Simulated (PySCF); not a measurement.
Job file and geometry (Å, from GFN2-xTB) of an NMR shielding run on `CBOBSCC#CC`, C$_{5}$H$_{10}$B$_{2}$OS, GIAO PBE0/pcSseg-1 NMR shielding, non-relativistic, gas phase in PySCF; density fitting, a coarse starting grid and PySCF grid level 2 are the driver's defaults:

```
$ OMP_NUM_THREADS=1 python probes_run.py task.json out

{"job": {"kind": "nmr", "xc": "PBE0", "basis": "pcSseg-1"}, "charge": 0, "multiplicity": 1}
C     -4.228045    -0.046153    -1.006415
B     -2.805501     0.583787    -1.343860
O     -1.740202     0.241698    -0.667713
B     -0.729342    -0.079199     0.083365
S     -0.374460     0.874010     1.585148
C      1.156912     0.022727     2.193910
C      2.244529     0.143023     1.260333
C      3.107242     0.269921     0.436583
C      4.177079     0.407720    -0.526067
H     -4.633514    -0.570196    -1.869519
H     -4.195648    -0.744878    -0.174176
H     -4.943064     0.735769    -0.759769
H     -2.682743     1.362636    -2.224072
H     -0.021562    -0.981036    -0.183189
H      1.397000     0.513903     3.136896
H      0.903811    -1.023014     2.374182
H      5.001670    -0.255304    -0.265641
H      3.817385     0.148584    -1.521492
H      4.538652     1.435580    -0.535964
```

Q: What does the program print?

A: 
```
coarse grid: 16512 points
cycle   1  E = -718.9575589732  dE =  1.134e+00  |g| = 6.962e-01  |ddm| = 4.212e+00
cycle   2  E = -718.8641655832  dE =  9.339e-02  |g| = 1.002e+00  |ddm| = 1.374e+00
cycle   3  E = -719.0539469288  dE = -1.898e-01  |g| = 1.565e-01  |ddm| = 7.480e-01
cycle   4  E = -719.0587459322  dE = -4.799e-03  |g| = 4.630e-02  |ddm| = 1.652e-01
cycle   5  E = -719.0590517588  dE = -3.058e-04  |g| = 3.024e-02  |ddm| = 5.282e-02
cycle   6  E = -719.0592678127  dE = -2.161e-04  |g| = 5.754e-03  |ddm| = 2.515e-02
cycle   7  E = -719.0592755851  dE = -7.772e-06  |g| = 1.419e-03  |ddm| = 5.462e-03
final grid: 155136 points
cycle   8  E = -719.1244649778  dE = -5.061e-05  |g| = 1.203e-02  |ddm| = 4.883e-02
cycle   9  E = -719.1244413808  dE =  2.360e-05  |g| = 1.655e-02  |ddm| = 2.020e-02
cycle  10  E = -719.1244956788  dE = -5.430e-05  |g| = 1.801e-03  |ddm| = 1.175e-02
cycle  11  E = -719.1244963729  dE = -6.942e-07  |g| = 2.959e-04  |ddm| = 1.598e-03
cycle  12  E = -719.1244963891  dE = -1.622e-08  |g| = 1.387e-04  |ddm| = 4.690e-04
cycle  13  E = -719.1244963925  dE = -3.338e-09  |g| = 7.912e-05  |ddm| = 1.713e-04
cycle  14  E = -719.1244963940  dE = -1.550e-09  |g| = 1.746e-05  |ddm| = 7.274e-05
cycle  15  E = -719.1244963941  dE = -6.435e-11  |g| = 3.212e-06  |ddm| = 1.526e-05
converged SCF energy = -719.1244963941

GIAO shielding tensors (ppm)
atom      isotropic    diamagn.    paramagn.     s11        s22        s33       span
  0 C      176.199     253.579     -77.381    158.695    175.344    194.556     35.861
  1 B       55.298     193.858    -138.560     -0.944     61.586    105.252    106.196
  2 O       43.104     391.778    -348.674    -79.917     95.070    114.160    194.077
  3 B       60.243     201.157    -140.914     14.082     65.978    100.667     86.585
  4 S      430.763    1060.958    -630.195    313.075    450.986    528.229    215.154
  5 C      164.061     256.579     -92.519    148.886    165.497    177.799     28.913
  6 C      102.131     263.565    -161.434      3.944     25.013    277.435    273.491
  7 C       98.942     267.700    -168.757     18.819     24.621    253.387    234.568
  8 C      182.055     252.559     -70.504    174.557    175.037    196.572     22.015
  9 H       31.004      28.069       2.936     27.814     28.411     36.788      8.975
 10 H       31.388      32.544      -1.156     27.492     30.639     36.033      8.541
 11 H       31.028      27.924       3.104     27.871     28.571     36.643      8.771
 12 H       26.090      31.621      -5.532     24.515     25.317     28.437      3.922
 13 H       25.481      34.349      -8.868     22.548     24.620     29.275      6.727
 14 H       28.542      29.559      -1.016     22.517     27.584     35.526     13.009
 15 H       28.056      31.859      -3.802     22.103     27.725     34.341     12.238
 16 H       29.714      24.838       4.875     24.522     27.738     36.882     12.360
 17 H       29.723      33.432      -3.709     24.427     28.512     36.230     11.803
 18 H       29.694      27.075       2.620     24.527     27.946     36.610     12.083
```

Size and cost of the density-fitted run: 210 basis functions, 76 s wall time on 1 thread of an Arm Neoverse N1, shared host; peak memory 0.87 GiB.
